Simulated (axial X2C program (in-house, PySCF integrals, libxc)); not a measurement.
## Correcting the dissociation energy of NaTe⁺ for spin–orbit coupling

A spin-free CCSD(T) curve (one-electron X2C) was computed with an in-house relativistic program for diatomic molecules, basis Te dyall-cv3z [11s12p8d4f1g], Na dyall-cv3z [9s8p5d2f] (cores contracted in-house), for the state M_S = 1, Λ = 0 (beyond evenly filled blocks: π+α, π-α). It gives D0 = 0.616 eV to Te + Na+, which in a spin-free picture are the weighted means of the ground terms.

Correlated methods: 6 electrons correlated (number of frozen shells: Te 4 s, 3 p, 2 d; Na 2 s, 1 p), 270 virtual spin orbitals or spinors in MP2, 62 natural virtuals in coupled cluster.

Measured levels of the ground terms (NIST Handbook of Basic Atomic Spectroscopic Data), in cm⁻¹: Te 3P: J = 2 at 0, J = 0 at 4706.5, J = 1 at 4750.7; Na+ 1S: J = 0 at 0.

The molecular state has Λ = 0, so it has no first-order lowering.

Task: How far does each ground level lie under the (2J+1)-weighted mean of its term?

Result: Te: (5 × 0 + 1 × 4706.5 + 3 × 4750.7)/9 = 2107 cm⁻¹; Na+: a single level, 0.

Task: Correct D0.

Result: D0 = 0.616 + (0 − 2107)/8065.5 = 0.355 eV at CCSD(T) with these spin–orbit terms. The direct two-component run gives 0.425 eV; the difference holds second-order terms in the molecule, scalar two-electron terms, the gap between measured and computed atomic splittings (a 2c atom can miss part of its lowering) and, in coupled cluster, the truncation of each run.

Second-order spin–orbit effects in the molecule, which grow quickly with Z, are left out. The state is one determinant whose occupation by symmetry is held fixed; it was picked as the lowest of a PBE0 search that is not exhaustive. De is counted from the lowest determinant-based energies of the atoms at the same level, without counterpoise correction. CCSD and (T) use frozen natural virtuals with an MP2 correction for the truncation; (T) itself is uncorrected, so its De runs slightly low. Other states lie close and PBE0, whose exact exchange favours high spin, may order them wrongly; the determinant shown need not be the ground state. The nearest other spin-free determinant of the search, M_S = 0, Λ = 2, lies 0.96 eV up at the distance of the search. With the outer-core shells frozen, correlated bond lengths of heavy atoms tend to come out a few hundredths of an ångström too long.
